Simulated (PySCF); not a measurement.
Gas-phase reaction: GaH2Cl + HCl ⇌ GaHCl2 + 2 H

Energies from PySCF (xtb for GFN2), thermal terms from the rigid-rotor harmonic-oscillator model, ideal gas at 1 bar. † marks an energy on the PBE0/def2-TZVP geometry and frequencies; other levels use their own. CCSD(T) freezes the core. 6-31G* has spherical d functions here. Open shells (unrestricted): H (multiplicity 2); the rest are closed-shell singlets. GFN2 has no spin-polarisation term. B3LYP is the form with VWN-RPA correlation. Ga: all electrons, no relativistic terms. GaH2Cl, GaHCl2: computed as isolated molecules; such fragments, hydroxides, amides, oligomers or adducts are transient or little studied in the gas. CCSD(T) isn't extrapolated to the basis-set limit; its ΔH°(298 K) is 307.8 kJ in def2-SVP and 329.1 kJ in def2-TZVPP. The harmonic model lacks anharmonicity and excited electronic states, which grow with temperature; levels with a mode under 35 cm⁻¹ are left out.

| level | ΔE electronic, kJ | ΔH°(298 K), kJ | ΔS°(298 K), J/K | ΔG°(1400 K), kJ |
|---|---|---|---|---|
| B3LYP/6-31G* | 352 | 327 | 79 | 195 |
| CCSD(T)/def2-SVP† | 333 | 308 | 78 | 176 |
| CCSD(T)/def2-TZVPP† | 354 | 329 | 78 | 198 |
| GFN2-xTB | 384 | 364 | 80 | 232 |
| PBE0/def2-TZVP | 337 | 312 | 78 | 180 |
| LDA/def2-TZVP† | 376 | 351 | 78 | 220 |
ΔH° is lowest at CCSD(T)/def2-SVP† and highest at GFN2-xTB. No reference value is set beside these.
